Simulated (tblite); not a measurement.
C4H4O2S.
Bonds: O1–C2, C2–C3, C3–C4 (double), C4–O5, O5–C6, C6–S7 (double), C3–C6. Hydrogens: H8 on O1; H9, H10 on C2; H11 on C4.

Computed with GFN2-xTB (tblite), gas phase: L-BFGS steps from a force-field or distance-geometry start until the largest atomic force falls under 0.01 eV/Å.

Step 45: E = -595.4478 eV
```
atom  x, y, z in Å  |  force x, y, z in eV/Å
O1     -1.7197   -0.9767   -0.8813   -0.009  -0.008   0.004
C2     -1.0913   -0.5708    0.3075   -0.007   0.006  -0.011
C3      0.2661   -0.0060    0.0820   -0.012   0.015   0.010
C4      1.2395   -0.0436   -0.8463   -0.037  -0.018   0.018
O5      2.1187    0.8422   -0.1780    0.001   0.033   0.039
C6      1.1409    0.9367    0.8142    0.013  -0.018  -0.021
S7      1.1365    1.8183    2.1444    0.007  -0.008  -0.008
H8     -1.8412   -0.2135   -1.4576    0.019  -0.009   0.004
H9     -1.0264   -1.4721    0.9286    0.017   0.017  -0.017
H10    -1.6964    0.1702    0.8529    0.017  -0.002  -0.006
H11     1.4788   -0.4822   -1.7922   -0.009  -0.008  -0.012
```

Step 46: E = -595.4481 eV
```
atom  x, y, z in Å  |  force x, y, z in eV/Å
O1     -1.7169   -0.9865   -0.8789   -0.007  -0.001   0.002
C2     -1.0926   -0.5658    0.3069   -0.007  -0.002  -0.013
C3      0.2650   -0.0012    0.0801   -0.013   0.014   0.016
C4      1.2381   -0.0385   -0.8485   -0.047  -0.019   0.019
O5      2.1211    0.8410   -0.1768   -0.001   0.032   0.047
C6      1.1448    0.9335    0.8170   -0.001  -0.015  -0.027
S7      1.1432    1.8073    2.1522    0.013  -0.007  -0.006
H8     -1.8432   -0.2295   -1.4622    0.020  -0.006   0.002
H9     -1.0268   -1.4612    0.9364    0.019   0.017  -0.008
H10    -1.7028    0.1778    0.8438    0.031  -0.003  -0.012
H11     1.4756   -0.4742   -1.7960   -0.008  -0.010  -0.020
```

Problem. Estimate the geometry and energy of step 47. (The exact step hangs on the optimiser's Hessian estimate; all steps are aligned on step 46, rigid shifts and turns removed.)

Solution. E = -595.4483 eV, largest force 0.043 eV/Å
```
atom  x, y, z in Å  |  force x, y, z in eV/Å
O1     -1.7134   -0.9980   -0.8762   -0.003   0.006   0.001
C2     -1.0944   -0.5600    0.3059   -0.005  -0.010  -0.011
C3      0.2634    0.0045    0.0784   -0.012   0.008   0.014
C4      1.2359   -0.0330   -0.8508   -0.038  -0.011   0.014
O5      2.1235    0.8400   -0.1748   -0.007   0.016   0.037
C6      1.1495    0.9297    0.8201   -0.021  -0.004  -0.019
S7      1.1514    1.7944    2.1613    0.017  -0.005  -0.002
H8     -1.8454   -0.2483   -1.4674    0.021  -0.002  -0.003
H9     -1.0270   -1.4481    0.9452    0.019   0.013   0.003
H10    -1.7097    0.1865    0.8329    0.040  -0.001  -0.017
H11     1.4716   -0.4649   -1.8005   -0.010  -0.009  -0.017
```

The energy changes by -0.0002 eV. The first-order estimate −F·Δx gives -0.0003 eV and the mean of the old and new forces, exact on a quadratic surface, -0.0002 eV. The step makes an angle of 86° with the force vector and moves no atom by more than 0.020 Å.

What follows is the cost of the whole relaxation. Time: 0.36 s of wall time. Hardware: Arm Neoverse V1, one thread, no GPU (shared host).
